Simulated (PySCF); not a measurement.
## LaSF, singlet: structure and spectrum

Method: PBE0 in PySCF with La def2-TZVP with ECP46, S def2-TZVP, F def2-TZVP; scalar-relativistic core potentials, no spin–orbit coupling; density-fitted integrals.

The structure is a minimum.

Z-matrix (Å, degrees; charge 0 multiplicity 1):
```
La
S  1 2.4317
F  1 2.1388 2 110.79
```

```json
{
 "Point group": "Cs",
 "Bond lengths": "La–F 2.139 Å, La–S 2.432 Å",
 "Bond angles": "F–La–S 110.8°",
 "Highest occupied level": "-5.87 eV",
 "Heat capacity Cp at 298.15 K": "52.0 J/(mol K)",
 "Rotational symmetry number": "1",
 "Enthalpy at 298.15 K above 0 K": "12.93 kJ/mol",
 "Rotational constants": "0.3093, 0.08746, 0.06818 cm⁻¹",
 "Principal polarisabilities": "41.8, 50.1, 103.0 bohr³",
 "Zero-point energy": "6.6 kJ/mol",
 "Entropy at 298.15 K and 1 bar": "302.2 J/(mol K)",
 "Lowest empty level": "-2.31 eV",
 "Dipole moment": "8.77 D",
 "Principal quadrupole moments (Buckingham, traceless) about the centre of mass": "-20.61, 6.28, 14.33 D Å"
}
```

Harmonic modes (masses in u: La 138.906, S 31.972, F 18.998):
```csv
symmetry,ω (cm⁻¹),IR (km/mol),μ (u),type
a',134,9.0,24.65,bend
a',445,105,37.55,stretch
a',523,135,21.31,stretch
```

Charges (e):
| atom | Mulliken | Löwdin | polar tensor | Mayer order to La1 |
| --- | --- | --- | --- | --- |
| La1 | 1.08 | 0.59 | 1.75 | – |
| S2 | -0.57 | -0.21 | -0.95 | 2.19 |
| F3 | -0.51 | -0.38 | -0.80 | 0.81 |

Mulliken populations on La1 (electrons outside its core potential): s 2.12, p 6.10, d 1.58, f 0.12.

Outer orbital energies (eV). occupied: -23.21, -15.91, -10.37, -10.31, -10.27, -6.12, -6.09, -5.87; empty: -2.31, -1.47, -1.40, -0.45.

Formally La is in oxidation state +3, with 0 electrons left for the f, d and s shells; the Mulliken f population is 0.12.

Only a few start shapes were tried, so a lower isomer may exist.

The final relaxation and frequency run took of the order of 110 core-seconds on a shared host.
